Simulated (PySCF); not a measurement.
Working out the ionisation energy of O⁺

O⁺ [He] 2s2 2p3 (4S) → O²⁺ [He] 2s2 2p2 (3P). All numbers are calculated (PySCF 2.14, the spin-free X2C one-electron Hamiltonian (Gaussian nucleus), in aug-cc-pCVTZ-DK (7s6p4d2f, 59 functions)). Frozen: 1s2. Energies in hartree (1 hartree = 27.21139 eV):

```
            part  O⁺ (lower)  O²⁺ (upper)
             UHF  -74.423423   -73.153752
CCSD correlation   -0.116293    -0.099454
             (T)   -0.001761    -0.001380
```

**Question.** What does Hartree-Fock give?

**Answer.** (-73.153752) − (-74.423423) = 1.269671 hartree = 34.550 eV.

**Question.** What do CCSD and CCSD(T) give?

**Answer.** The CCSD correlation energies differ by 0.016839 hartree = 0.458 eV and the triples by 0.000381 hartree = 0.010 eV, so CCSD gives 35.008 eV and CCSD(T) 35.018 eV.

A first-order spin-orbit estimate adds -0.027 eV to CCSD(T) (valence), giving 34.991 eV against 35.121 eV (measured; NIST Atomic Spectra Database, ionization energies).

What remains against the reference includes basis incompleteness, the frozen core and higher excitations.
